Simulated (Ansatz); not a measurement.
CH4OSZn, SMILES [O](C)[Zn][SH].

The structure is a stationary point at r2SCAN-D4/def2-SVP. The values are those of a single conformer.

Two levels are set side by side: PBE/def2-SVPD (Ansatz, a program for electronic structure) and PBE0/def2-SVPD (Ansatz). Energy differences of separate SCF runs at the same geometry; the states with an electron removed or added have multiplicity 2 and 2. Differences are taken from unrounded values.

| quantity | PBE0 |
|---|---|
| vertical ionisation energy (eV) | 9.49 |
| vertical singlet–triplet gap (eV) | 4.75 |

### Question
What does PBE give, and how far is it from PBE0? (Estimate from the structure and the level; the computed values follow.)

### Answer

```
quantity                            PBE  PBE minus PBE0
---------------------------------  ----  --------------
vertical ionisation energy (eV)    9.05           -0.43
vertical singlet–triplet gap (eV)  4.22           -0.53
```
